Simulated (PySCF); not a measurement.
AlH5P2, SMILES [PH2][AlH][PH2]. Geometry optimised at ωB97X-D3(BJ)/def2-SVP. The values are those of a single conformer.

Method: PySCF with ωB97X-D3(BJ)/def2-SVP.

Harmonic wavenumbers (cm⁻¹): 102, 115, 143, 375, 383, 463, 479, 502, 581, 662, 715, 1101, 1111, 1953, 2444, 2446, 2457, 2459. Rotational constants (GHz): 13.04, 1.871, 1.673; symmetry number 1.

Problem. Work out the zero-point energy and the ideal-gas rigid-rotor harmonic-oscillator thermochemistry at 298.15 K and 1 atm.

Solution. ZPE = ½ Σ hcν = ½ × 18492 cm⁻¹ = 110.61 kJ/mol. H − E(el) = 130.83 kJ/mol. Entropy in J/(mol K): translation 165.40, rotation 110.74, vibration 62.02, total 338.17. G − E(el) = 30.00 kJ/mol. Cp = 100.40 J/(mol K). Modes under 150 cm⁻¹ make the vibrational entropy uncertain.
